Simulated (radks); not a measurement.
Valence configurations of Rh II (all share [Kr]). All-electron calculation, Dirac Kohn-Sham, PBEsol, spin-unpolarised, spherical densities, finite nucleus; open shells fill j = l - 1/2 first; Fermi nuclear charge, rms radius 4.4945 fm. Program: a radial shooting solver on a logarithmic mesh with Libxc functionals. Energies are relative to 4d8; eigenvalues in eV.

\begin{tabular}{lrrrrr}
valence & E (eV) & e(4d3/2) & e(4d5/2) & e(5p1/2) & e(5s1/2) \\ \hline
4d8 & 0.000 & -13.795 & -13.393 & - & - \\
4d7 5s1 & 3.482 & -16.916 & -16.483 & - & -12.142 \\
4d7.5 5p0.5 & 3.883 & -15.956 & -15.536 & -7.130 & - \\
4d7 5s0.5 5p0.5 & 5.937 & -17.535 & -17.099 & -7.616 & -12.551 \\
4d7 5p1 & 8.416 & -18.138 & -17.700 & -7.962 & - \\
4d6 5s2 & 8.762 & -20.259 & -19.793 & - & -13.535 \\
4d6 5s1 5p1 & 14.115 & -21.428 & -20.958 & -8.874 & -14.278 \\
4d6 5p2 & 19.567 & -22.543 & -22.068 & -9.463 & - \\
4d5 5s2 5p1 & 21.845 & -24.898 & -24.394 & -9.756 & -15.583 \\
4d5 5s1 5p2 & 27.720 & -25.969 & -25.461 & -10.304 & -16.228 \\
\end{tabular}

NIST lists [Kr] 4d8 as the ground configuration; this level of theory agrees among the configurations tried. The energies are those of spherical spin-averaged densities, not of single terms.
